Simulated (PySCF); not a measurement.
Species: H8OSSi3.
Z-matrix (Å and degrees, PBE0-D3(BJ)/def2-SVP geometry), rows numbered from 1:
```
Si
O   1  1.6588
Si  2  1.6627  1  145.31
Si  3  2.3384  2  110.87  1  -164.37
S   4  2.1605  3  105.64  2  -175.50
H   1  1.4894  2  108.34  3   166.04
H   1  1.4939  2  110.23  3   -74.11
H   1  1.4949  2  110.21  3    46.16
H   3  1.4965  2  110.52  1   -43.11
H   3  1.4987  2  110.23  1    76.04
H   4  1.4960  3  112.54  2   -52.56
H   4  1.4925  3  112.66  2    71.04
H   5  1.3520  4   94.83  3    57.91
```

Computed, not measured: PBE0-D3(BJ)/def2-SVP geometry optimisation, gas phase (PySCF 2.14.0).

Masses are those of the commonest isotopes; rigid-rotor values at the optimised geometry. The values belong to one conformer with, in the numbering `[SiH3:1][O:2][SiH2:3][SiH2:4][SH:5]`, Si1–O2–Si3–Si4 -164°, O2–Si3–Si4–S5 -175°, Si3–Si4–S5–H 58°.

(1) Give the principal moments of inertia and the rotational constants in cm⁻¹.

(2) Classify the top.

(3) What does the inertial defect say?

(4) Give the coordinates in the principal-axis frame, origin at the centre of mass.

(5) Where do the levels up to J = 5 lie, in cm⁻¹?

(6) Predict some low-J microwave lines.

Results:

(1) Ia = 62.01, Ib = 848.19, Ic = 889.28 u·Å²; 505379 MHz·u·Å²/I gives 8150, 595.8 and 568.3 MHz, that is A = 0.27185, B = 0.01987, C = 0.01896 cm⁻¹.

(2) A near-prolate asymmetric top: κ = (2 × 595.8 − 8150 − 568.3)/(8150 − 568.3) = -0.99.

(3) Not planar: Δ = Ic − Ia − Ib = -20.92 u·Å². For a rigid frame Δ = −2 Σ m c², so Σ m c² = 10.46 u·Å² lies off the ab plane: 10.09 from hydrogen and 0.37 from heavier atoms. The atom farthest from that plane is 1.34 Å away.

(4) The sense of each axis is arbitrary; atoms in the order of the calculation.
| atom | mass (u) | a (Å) | b (Å) | c (Å) |
| --- | --- | --- | --- | --- |
| Si1 | 27.977 | 3.459 | -0.050 | 0.037 |
| O2 | 15.995 | 1.813 | -0.169 | -0.132 |
| Si3 | 27.977 | 0.362 | 0.629 | 0.018 |
| Si4 | 27.977 | -1.424 | -0.880 | -0.002 |
| S5 | 31.972 | -3.212 | 0.333 | 0.038 |
| H6 | 1.008 | 4.036 | -1.422 | -0.013 |
| H7 | 1.008 | 4.034 | 0.774 | -1.069 |
| H8 | 1.008 | 3.799 | 0.589 | 1.345 |
| H9 | 1.008 | 0.327 | 1.418 | 1.289 |
| H10 | 1.008 | 0.175 | 1.584 | -1.122 |
| H11 | 1.008 | -1.386 | -1.798 | -1.182 |
| H12 | 1.008 | -1.500 | -1.697 | 1.245 |
| H13 | 1.008 | -2.912 | 1.014 | -1.091 |

(5) Above 0(0,0):
J = 1: 1(0,1) 0.0388, 1(1,1) 0.2908, 1(1,0) 0.2917
J = 2: 2(0,2) 0.1165, 2(1,2) 0.3675, 2(1,1) 0.3703, 2(2,1) 1.1262, 2(2,0) 1.1262
J = 3: 3(0,3) 0.2330, 3(1,3) 0.4827, 3(1,2) 0.4882, 3(2,2) 1.2427, 3(2,1) 1.2427, 3(3,1) 2.5049, 3(3,0) 2.5049
J = 4: 4(0,4) 0.3883, 4(1,4) 0.6361, 4(1,3) 0.6453, 4(2,3) 1.3980, 4(2,2) 1.3981, 4(3,2) 2.6602, 4(3,1) 2.6602, 4(4,1) 4.4272, 4(4,0) 4.4272
J = 5: 5(0,5) 0.5824, 5(1,5) 0.8280, 5(1,4) 0.8418, 5(2,4) 1.5922, 5(2,3) 1.5923, 5(3,3) 2.8544, 5(3,2) 2.8544, 5(4,2) 4.6214, 5(4,1) 4.6214, 5(5,1) 6.8932, 5(5,0) 6.8932

(6) The dipole components are |μa| = 1.16 D, |μb| = 0.28 D, |μc| = 0.58 D. Intensities carry the squares of the components, which stand as 1.00 : 0.06 : 0.25 (a : b : c). Some lines, for components of 0.1 D or more:

```csv
type,branch,"J(Ka,Kc)",MHz,lower level (cm⁻¹)
a,R,"1(0,1) ← 0(0,0)",1164,0.000
a,R,"2(1,2) ← 1(1,1)",2301,0.291
a,R,"2(0,2) ← 1(0,1)",2328,0.039
b,Q,"1(1,0) ← 1(0,1)",7581,0.039
b,Q,"2(1,1) ← 2(0,2)",7609,0.116
b,R,"1(1,1) ← 0(0,0)",8718,0.000
c,R,"1(1,0) ← 0(0,0)",8746,0.000
c,Q,"2(2,1) ← 2(1,1)",22662,0.370
b,Q,"2(2,0) ← 2(1,1)",22662,0.370
b,R,"2(2,1) ← 1(1,0)",25018,0.292
```

Whether it is a minimum is left open (no frequencies). Constants of a rigid frame at the computed geometry: no zero-point averaging, no centrifugal distortion. A rigid rotor knows nothing of internal rotation, which can split or shift real lines.
